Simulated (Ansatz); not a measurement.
Ansatz results at the PBE0-D4/def2-TZVP geometry: HOMO–LUMO gap (PBE0/def2-TZVPP) 7.05 eV; HOMO–LUMO gap (B3LYP/def2-TZVPP) 6.54 eV; HOMO–LUMO gap (PBE/def2-TZVPP) 4.43 eV.

Each molecule was computed in one conformer, which needn't be the lowest.

Task: Which molecule gave them?
A. `OC[SiH2]O`
B. `NC/C(F)=N/[SiH3]`
C. `[CH3][GeH2][CH]=O`
D. `BC(O)(F)Cl`

Result: B. The others give `[CH3][GeH2][CH]=O`: 5.55, 5.08, 2.97; `OC[SiH2]O`: 7.45, 6.93, 5.04; `BC(O)(F)Cl`: 8.25, 7.74, 5.86.

B3LYP here is the variant with VWN-RPA as its local correlation; programs differ in this.
